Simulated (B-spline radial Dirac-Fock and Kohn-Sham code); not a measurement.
# Pd³⁰⁺: eigenvalues, ΔSCF and the reference

System: the Pd³⁰⁺ ion, configuration [Ne] 3s2 3p4.

The density-functional columns are spherical, spin-unpolarised Dirac-Kohn-Sham results without Breit or QED terms: −ε is minus the orbital energy of the initial state and ΔSCF the difference of two total energies. The reference in the last column comes from Dirac-Fock energy differences between relaxed states, corrected for Breit and QED terms. All numbers are from a radial atomic solver, in eV; a selection of levels is shown. For the 1s level of heavy atoms much of the gap between ΔSCF and the reference is the Breit and QED part, -73.8 eV here; for other levels the error of the functional can be larger.

| level | LDA −ε | LDA ΔSCF | Dirac-Fock |
| --- | --- | --- | --- |
| 1s | 25667.3 | 26004.8 | 25938.7 |
| 2s | 5019.4 | 5100.2 | 5137.1 |
| 2p1/2 | 4781.5 | 4877.0 | 4871.1 |
| 3s | 1873.6 | 1907.4 | 1913.0 |
| 3p | 1762.9 | 1797.7 | 1794.0 |

Values without a named source are computed, but for edge energies of neutral atoms, which are taken from tables.
